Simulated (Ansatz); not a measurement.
C2H8OSi2 can be A, `C=C[SiH2]O[SiH3]`, or B, `C=C([SiH3])[SiH2]O`.

Program: Ansatz. Geometries: PBE0-D4/def2-TZVP. ΔE: electronic, gas phase. CCSD(T)/CBS adds triple-zeta CCSD(T) − MP2 to the extrapolated MP2 energy (def2 sets, frozen cores). DFT in def2-TZVPP. One conformer a species, not always the lowest.

A:

```xyz
13

C    -0.182   -2.096    0.353
C     0.838   -1.628   -0.361
Si    1.252    0.175   -0.474
O     0.178    1.044    0.403
Si   -1.212    1.900    0.373
H    -0.413   -3.156    0.408
H    -0.830   -1.434    0.921
H     1.457   -2.339   -0.906
H     1.215    0.618   -1.895
H     2.612    0.434    0.065
H    -1.033    3.141    1.166
H    -1.577    2.250   -1.025
H    -2.305    1.090    0.973
```

B:

Z-matrix (Å, degrees):
```
Si
C 1 1.865
H 1 1.488 2 110.7
H 1 1.488 2 110.7 3 119.0
H 1 1.488 2 109.3 3 -120.6
Si 2 1.863 1 121.4 3 -55.4
C 2 1.338 1 119.4 3 124.5
O 6 1.649 2 112.0 1 -172.4
H 6 1.491 2 108.5 1 -49.7
H 6 1.483 2 110.2 1 69.8
H 7 1.089 2 122.0 1 -179.9
H 7 1.089 2 122.5 1 -0.4
H 8 0.958 6 117.5 2 78.2
```

Which isomer does CCSD(T)/CBS put lower? Give the gap. (Best estimate.)

The calculation gave: A, by 101.0 kJ/mol.

Give E(B) − E(A) in kJ/mol with MP2/def2-TZVPP, ωB97M-V, HF/def2-TZVPP, r2SCAN-D4, PBE-D4, B2PLYP, PBE0-D4. (Estimate.)

Ansatz gave: MP2/def2-TZVPP 99.2, ωB97M-V 99.4, HF/def2-TZVPP 125.7, r2SCAN-D4 98.0, PBE-D4 84.6, B2PLYP 104.7, PBE0-D4 91.3. None reverses the order clearly.

Largest T1 diagnostic: 0.012.

From PBE to PBE0 (25 % exact exchange), in def2-TZVPP and without D4, E(B) − E(A) moves by +6.4 kJ/mol. In def2-TZVPP, CCSD(T) changes the Hartree–Fock value by −25.7 kJ/mol (the triples alone add −4.5 kJ/mol) and MP2 by −26.5 kJ/mol.
